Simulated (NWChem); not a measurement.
System: BeO; SMILES [Be]=[O]

```xyz
2

Be     0.0000     0.0000    -0.8849
O      0.0000     0.0000     0.4534
```
Atoms are numbered in this order, from 1.

STO-3G and 3-21G are far too small for this property and stand as cheap habits. Structure relaxed at the PBE0/def2-SVP level.

Task: Give the principal values of the shielding tensors (ppm) of Be1, O2 from Hartree-Fock/STO-3G, GIAO (NWChem), with their diamagnetic and paramagnetic parts as GIAO splits them.

Result: 
| atom | σ11 | σ22 | σ33 | isotropic | diamagnetic | paramagnetic |
|---|---|---|---|---|---|---|
| Be1 | 81.1 | 81.1 | 158.7 | 107.0 | 154.3 | -47.3 |
| O2 | 48.2 | 48.2 | 401.5 | 166.0 | 381.8 | -215.8 |
